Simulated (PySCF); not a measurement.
Start geometry of `C[C](C)([GeH2][SH])C` from GFN2-xTB (Å):
```
atom  x, y, z in Å
C1     0.319   -1.184   -0.923
C2    -0.328   -0.114   -0.052
C3    -1.529    0.486   -0.771
C4    -0.760   -0.714    1.279
Ge5    1.003    1.381    0.291
S6     2.909    0.708    1.196
H7    -0.402   -1.965   -1.165
H8     1.158   -1.649   -0.403
H9     0.682   -0.753   -1.856
H10   -2.278   -0.281   -0.960
H11   -1.230    0.917   -1.726
H12   -1.985    1.271   -0.169
H13   -1.228    0.044    1.907
H14   -1.479   -1.518    1.121
H15    0.096   -1.124    1.815
H16    1.337    2.121   -0.998
H17    0.464    2.418    1.252
H18    3.242   -0.037    0.150
```

Task: What comes out of this run: PBE0-D3(BJ)/def2-SVP geometry optimisation, gas phase in PySCF 2.14.0?

Result: 
```
atom  x, y, z in Å
C1     0.0757   -0.9721   -0.8125
C2    -0.5051    0.1206    0.0818
C3    -1.7024    0.7893   -0.5909
C4    -0.8960   -0.4562    1.4407
Ge5    0.8810    1.5044    0.3754
S6     2.6941    0.5993    1.3273
H7    -0.6720   -1.7666   -0.9838
H8     0.9574   -1.4437   -0.3497
H9     0.3739   -0.5819   -1.7994
H10   -2.5088    0.0530   -0.7578
H11   -1.4388    1.2141   -1.5732
H12   -2.1230    1.5995    0.0268
H13   -1.3419    0.3086    2.0967
H14   -1.6410   -1.2619    1.3158
H15   -0.0237   -0.8817    1.9617
H16    1.2900    2.1750   -0.9546
H17    0.4027    2.5639    1.3869
H18    3.1199    0.0025    0.1929
```

The energy falls by 10.2 kJ/mol over 8 energy and gradient evaluations, the largest force component goes from 0.0135 to 2.4e-04 Eh/bohr, and the atoms move by 0.074 Å rms after alignment. The bond that changes most is C2–Ge5 (ends: sp3 carbon bound to germanium; germanium bonded to C, S and 2 H), which shortens by 0.051 Å. Bonds longer at the end by more than 0.005 Å: 13 of 17; shorter: 1. Among the angles that change most is H16–Ge5–H17, from 106.4° to 110.4°. Among the dihedrals that turn most is H16–Ge5–S6–H18, from -60° to -47°. Rotational constants go from 2949, 1216, 1078 to 2854, 1273, 1114 MHz. The orientation of the end geometry is arbitrary; only internal coordinates are fixed.

The run used 166 basis functions and 49 SCF cycles in all. Time: 1.8 min. Hardware: one thread of an x86-64 server (shared host).

Stationary, but not proved a minimum. One conformer, not necessarily the lowest.
